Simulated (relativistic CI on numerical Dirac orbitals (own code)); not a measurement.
# In21+: q coefficients and field-shift factors

Method of calculation: Dirac-Coulomb-Breit CI, separate exchange-only KLI orbitals for each configuration, derivatives by finite differences, unscaled Slater integrals, QED left out (own radial code, finite nucleus).

CI space (outside the closed core [Ne] 3s2): 3p6.3d10, 3p6.3d9.4s, 3p6.3d9.4p, 3p6.3d9.4d, 3p6.3d9.4f, 3p6.3d8.4s2, 3p5.3d10.4s, 3p6.3d8.4s.4p. Levels of other configurations are missing.

With x = (α/α₀)² − 1 an excitation energy changes as ω = ω₀ + qx; K = 2q/ω₀ is the relative enhancement. Terms are leading LS components, so labels can repeat. The field-shift factor is F = δν/δ⟨r²⟩ for the transition from the lowest level.

Lowest level 3p6.3d10 1S_0.

| Level | ω₀ (cm⁻¹) | q (cm⁻¹) | K | F (GHz/fm²) |
| --- | --- | --- | --- | --- |
| 3p6.3d9.4s 3D_3 | 3314569 | -190800 | -0.115 | 131 |
| 3p6.3d9.4s 3D_2 | 3321872 | -189600 | -0.114 | 130 |
| 3p6.3d9.4s 3D_1 | 3378731 | -126900 | -0.0751 | 131 |
| 3p6.3d9.4s 1D_2 | 3384500 | -127400 | -0.0753 | 131 |
| 3p6.3d9.4p 3P°_2 | 3660323 | -164500 | -0.0899 | 16.3 |
| 3p6.3d9.4p 3F°_3 | 3669098 | -167900 | -0.0915 | 16 |
| 3p6.3d9.4p 3F°_2 | 3727660 | -103300 | -0.0554 | 16.4 |
| 3p6.3d9.4p 3P°_1 | 3734811 | -93010 | -0.0498 | 16.1 |
| 3p6.3d9.4p 3F°_4 | 3748559 | -73900 | -0.0394 | 13.9 |
| 3p6.3d9.4p 1D°_2 | 3759757 | -78080 | -0.0415 | 14.2 |
| 3p6.3d9.4p 1P°_1 | 3764347 | -79410 | -0.0422 | 14.8 |
| 3p6.3d9.4p 3D°_3 | 3769321 | -73710 | -0.0391 | 13.9 |
| 3p6.3d9.4p 3P°_0 | 3796577 | -9388 | -0.00495 | 14.7 |

At this charge energies of transitions that change n are usually good to better than 1 %, and those within a shell (Δn = 0) to a few per cent.
